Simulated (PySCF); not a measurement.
# From a computed spectrum to the compound

A species of 7 atoms with charge -1 has these harmonic modes (PBE0, small Gaussian bases with core potentials, PySCF 2.14.0):

| cm⁻¹ | km/mol | symmetry |
| --- | --- | --- |
| 478 | 107.2 | e |
| 478 | 107.2 | e |
| 561 | 92.1 | a1 |
| 673 | 0.0 | a2 |
| 676 | 8.5 | e |
| 676 | 8.5 | e |
| 799 | 3.1 | e |
| 799 | 3.1 | e |
| 952 | 113.9 | a1 |
| 1636 | 496.2 | e |
| 1636 | 496.2 | e |
| 1676 | 797.5 | a1 |
| 1750 | 409.2 | e |
| 1750 | 409.2 | e |
| 1836 | 137.5 | a1 |

(1) Which species is it, and in which structure?

## Answers

(1) [TaH6]− (singlet):
```xyz
7

Ta    0.0000    0.0000    0.0100
H     1.6810    0.0000    0.7432
H    -0.8405    1.4558    0.7432
H    -0.8405   -1.4558    0.7432
H     1.1530    0.0000   -1.3421
H    -0.5765    0.9986   -1.3421
H    -0.5765   -0.9986   -1.3421
```
Ideal gas at 298.15 K and 1 bar: S = 260.3 J/(mol K), Cp = 68.0 J/(mol K), H − H(0 K) = 13.2 kJ/mol (rigid rotor, harmonic modes, spin degeneracy alone). 
 Other answers can fit too; this one was computed.
